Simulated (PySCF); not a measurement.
F3Re, SMILES [F][Re]([F])[F] (connectivity only; charge and spin as stated), neutral, multiplicity 5. Geometry: B3LYP-D3(BJ)/def2-TZVP. The multiplicity is an assumed one; other spin states were not compared. The def2 effective core potentials stand for the cores of Re; spin–orbit coupling is left out.

These are B3LYP-D3(BJ)/def2-TZVP run with PySCF 2.14.0 values and carry that method's errors.

Harmonic wavenumbers (cm⁻¹): 112, 149, 263, 621, 643, 677. Rotational constants (GHz): 8.144, 3.597, 2.495; symmetry number 2.

Question: Work out the zero-point energy and the ideal-gas rigid-rotor harmonic-oscillator thermochemistry at 298.15 K and 1 atm.

Answer: ZPE = ½ Σ hcν = ½ × 2465 cm⁻¹ = 3.52 kcal/mol. H − E(el) = 7.30 kcal/mol. Entropy in cal/(mol K): translation 42.37, rotation 24.51, vibration 8.69, spin 3.20, total 78.76. G − E(el) = -16.19 kcal/mol. Cp = 16.34 cal/(mol K). Modes under 150 cm⁻¹ make the vibrational entropy uncertain.
